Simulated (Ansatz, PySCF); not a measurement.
This PySCF input computes a PBE0/def2-TZVPD energy:

```python
from pyscf import gto, scf, dft

mol = gto.M(
    atom='''
    Si    0.02996385   -0.00070535    0.00895601
    C     1.58871561   -0.78869685   -0.59679367
    C    -1.15720878    0.15694704   -1.43240562
    N    -0.84067727   -0.87512610    1.22006521
    N     0.52359982    1.45402214    0.78489300
    H     2.53600558   -0.70814600   -0.07239243
    H     1.61703824   -1.44919101   -1.45787244
    H    -2.08074869    0.65295379   -1.12611190
    H    -1.42172787   -0.82114243   -1.84405656
    H    -0.71074863    0.74266426   -2.23872344
    H    -1.48185400   -1.60591968    0.95343400
    H    -0.39453765   -1.08861624    2.09926208
    H    -0.14483047    2.02811472    1.27402780
    H     1.29241099    1.99738414    0.42753682
    ''',
    basis='def2-tzvpd',
    charge=0,
    spin=1,
    verbose=4,
)

mf = dft.UKS(mol, xc='pbe0').density_fit(auxbasis='def2-universal-jkfit')
mf.grids.level = 3
mf.conv_tol = 1e-9
mf.max_cycle = 100
mf.max_memory = 1500
mf.kernel()
if not mf.converged:
    mf = mf.newton()
    mf.kernel(mf.make_rdm1())
for _ in range(2):
    mo, _, stable, _ = mf.stability(return_status=True)
    if stable:
        break
    mf.kernel(mf.make_rdm1(mo, mf.mo_occ))
mf.analyze()
```

**Question.** Write an input for the same energy in Ansatz (a quantum-chemistry and plane-wave program) and say what it gives.

**Answer.** 
Ansatz 0.2 input:
```yaml
crystal:
  periodic: [false, false, false]
  atoms:
    - {symbol: Si, position_ang: [0.02996385, -0.00070535, 0.00895601]}
    - {symbol: C, position_ang: [1.58871561, -0.78869685, -0.59679367]}
    - {symbol: C, position_ang: [-1.15720878, 0.15694704, -1.43240562]}
    - {symbol: N, position_ang: [-0.84067727, -0.87512610, 1.22006521]}
    - {symbol: N, position_ang: [0.52359982, 1.45402214, 0.78489300]}
    - {symbol: H, position_ang: [2.53600558, -0.70814600, -0.07239243]}
    - {symbol: H, position_ang: [1.61703824, -1.44919101, -1.45787244]}
    - {symbol: H, position_ang: [-2.08074869, 0.65295379, -1.12611190]}
    - {symbol: H, position_ang: [-1.42172787, -0.82114243, -1.84405656]}
    - {symbol: H, position_ang: [-0.71074863, 0.74266426, -2.23872344]}
    - {symbol: H, position_ang: [-1.48185400, -1.60591968, 0.95343400]}
    - {symbol: H, position_ang: [-0.39453765, -1.08861624, 2.09926208]}
    - {symbol: H, position_ang: [-0.14483047, 2.02811472, 1.27402780]}
    - {symbol: H, position_ang: [1.29241099, 1.99738414, 0.42753682]}
basis:
  gaussian:
    orbitals: def2-TZVPD
hamiltonian:
  xc: {name: PBE0}
magnetization: {spin_polarized: true, initial_magnetization: 1}
output: {forces: true}
```
It gives -480.39268 Eh, and PySCF -480.39278 Eh, a difference of 0.10 mEh, from the treatment of integrals and grids.

It need not be the lowest isomer of its formula.
